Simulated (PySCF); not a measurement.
# Electronic structure of Ti²⁺ (titanium, charge +2) at the PBE0 level

Configuration: [Ar] 3d1 4s1, high-spin 3D determinant (an excited configuration). All numbers are calculated (PySCF 2.14, the non-relativistic Hamiltonian (point nucleus), in aug-cc-pVTZ with one added diffuse shell each of s, p, d, f, g type (9s8p6d4f3g, 118 functions)).

```json
{"Total energy": "-848.226 hartree", "One-electron energy": "-1145.277 hartree", "Hartree (Coulomb) energy": "338.209 hartree", "Exchange-correlation energy": "-41.158 hartree", "Kinetic energy": "847.32544 hartree", "⟨S²⟩": "2.0007", "⟨L²⟩": "6.008", "Sum of ⟨r⟩": "15.05 bohr", "Sum of ⟨r²⟩": "22.23 bohr²", "Traceless quadrupole moment −½Σ⟨3z² − r²⟩ along its main axis": "0.460 e·bohr²", "Density at the nucleus (Gaussians lack the cusp)": "7080 bohr⁻³", "Spin density at the nucleus": "4.84 bohr⁻³", "Langevin diamagnetic susceptibility": "-17.6 ×10⁻⁶ cm³/mol"}
```

```json
{"shell": "1s α", "electrons": "1", "mean orbital energy (eV)": "-4897.6", "spread (eV)": "0", "rms radius, mean of both spins (bohr)": "0.0812"}
{"shell": "1s β", "electrons": "1", "mean orbital energy (eV)": "-4897.5", "spread (eV)": "0", "rms radius, mean of both spins (bohr)": "0.0812"}
{"shell": "2s α", "electrons": "1", "mean orbital energy (eV)": "-568.26", "spread (eV)": "0", "rms radius, mean of both spins (bohr)": "0.355"}
{"shell": "2s β", "electrons": "1", "mean orbital energy (eV)": "-567.78", "spread (eV)": "0", "rms radius, mean of both spins (bohr)": "0.355"}
{"shell": "2p α", "electrons": "3", "mean orbital energy (eV)": "-477.84", "spread (eV)": "0.335", "rms radius, mean of both spins (bohr)": "0.322"}
{"shell": "2p β", "electrons": "3", "mean orbital energy (eV)": "-477.45", "spread (eV)": "0.713", "rms radius, mean of both spins (bohr)": "0.322"}
{"shell": "3s α", "electrons": "1", "mean orbital energy (eV)": "-89.179", "spread (eV)": "0", "rms radius, mean of both spins (bohr)": "1.07"}
{"shell": "3s β", "electrons": "1", "mean orbital energy (eV)": "-87.762", "spread (eV)": "0", "rms radius, mean of both spins (bohr)": "1.07"}
{"shell": "3p α", "electrons": "3", "mean orbital energy (eV)": "-64.232", "spread (eV)": "0.083", "rms radius, mean of both spins (bohr)": "1.15"}
{"shell": "3p β", "electrons": "3", "mean orbital energy (eV)": "-62.760", "spread (eV)": "1.618", "rms radius, mean of both spins (bohr)": "1.15"}
{"shell": "3d α", "electrons": "1", "mean orbital energy (eV)": "-28.036", "spread (eV)": "0", "rms radius, mean of both spins (bohr)": "1.45"}
{"shell": "4s α", "electrons": "1", "mean orbital energy (eV)": "-20.206", "spread (eV)": "0", "rms radius, mean of both spins (bohr)": "3.00"}
```
